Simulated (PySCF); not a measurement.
**Computed data sheet: `O=S(=O)(F)c1ccccc1`**

C6H5FO2S.
Cartesian coordinates in Å at the PBE0-D3(BJ)/def2-SVP level; atoms count from 1:
```
atom  x, y, z in Å
O1     2.8973   -0.4954   -1.2414
S2     2.3654    0.1748   -0.0823
O3     2.7930    1.4876    0.3289
F4     2.6857   -0.7973    1.1617
C5     0.6089    0.0722   -0.0586
C6    -0.0154   -0.9555   -0.7638
C7    -1.4036   -1.0432   -0.7174
C8    -2.1387   -0.1148    0.0209
C9    -1.4958    0.9119    0.7130
C10   -0.1080    1.0131    0.6790
H11    0.5843   -1.6603   -1.3426
H12   -1.9147   -1.8391   -1.2630
H13   -3.2281   -0.1896    0.0531
H14   -2.0782    1.6399    1.2816
H15    0.4221    1.8108    1.2028
```

Among its groups: benzene ring.

PBE0-D3(BJ)/def2-SVP geometry optimisation, gas phase (PySCF):

| Quantity | Value |
| --- | --- |
| Rotational constants A, B, C | 2.606, 0.837, 0.730 GHz |

From PBE0/def2-SVPD ground state, ΔSCF and vertical TDDFT (core frozen in the response) (PySCF):

| Item | Value |
| --- | --- |
| Dipole moment | 5.36 D |
| HOMO energy | -8.38 eV |
| LUMO energy | -1.93 eV |
| HOMO–LUMO gap | 6.45 eV |
| Lowest singlet excitation | 5.28 eV (235 nm, f = 0.016) |
| Strongest line among the 10 lowest singlet transitions | S6 at 6.95 eV (178 nm, f = 0.607) |
| Lowest triplet excitation (Tamm–Dancoff) | 3.98 eV |
| Static isotropic polarisability | 93.3 au |
| Vertical ionisation energy | 10.23 eV |
| Vertical electron affinity | 0.23 eV |
| Electronic spatial extent ⟨r²⟩ about the centre of nuclear charge | 1558 bohr² |

PBE/pcSseg-1 ground state and GIAO shieldings, non-relativistic (PySCF):

| Item | Value |
| --- | --- |
| 13C chemical shifts (computed TMS as zero) by class | 141.1 (C5), 137.3 (C8), 132.9 (C7/C9), 130.6 (C6/C10) ppm |
| 1H chemical shifts (computed TMS as zero) by class | 8.00 (H11/H15), 7.62 (H13), 7.59 (H12/H14) ppm |
| Isotropic shieldings of nuclei other than C and H, by class | 77 (O1/O3), 63 (F4), 158 (S2) ppm |

Monoisotopic mass from the formula: 159.9994 u.

The vertical singlet–triplet gap S1 − T1 is 1.30 eV (TDDFT singlet less Tamm–Dancoff triplet; S1: HOMO→LUMO, weight 0.71; T1: HOMO−1→LUMO, weight 0.65). The principal polarisabilities are 60.9, 98.6 and 120.5 au; their mean is the isotropic value. The largest Löwdin shares of the HOMO are 0.21 on C6, 0.20 on C10, 0.20 on C9 and 0.20 on C7. The polarisability is 13.83 Å³ as a volume (1 au = 0.148185 Å³), or 1.14 au for each of the 82 electrons. From the two ΔSCF values, the fundamental gap I − A is 10.00 eV and the Mulliken electronegativity (I + A)/2 is 5.23 eV. S1 lies 1.17 eV below the HOMO–LUMO gap; its leading configuration is HOMO→LUMO, weight 0.71. With B = h/(8π²I), that is 505.379 GHz u Å² over I, the principal moments of inertia are 194.0, 603.9 and 692.1 u Å² (most abundant isotopes); the inertial defect Ic − Ia − Ib is -105.8 u Å² (zero for a rigid planar frame, negative otherwise). No computed singlet falls in the visible range (750 to 380 nm, 1.65 to 3.26 eV); S1 lies 2.02 eV above its blue end.

One conformer stands for the species.
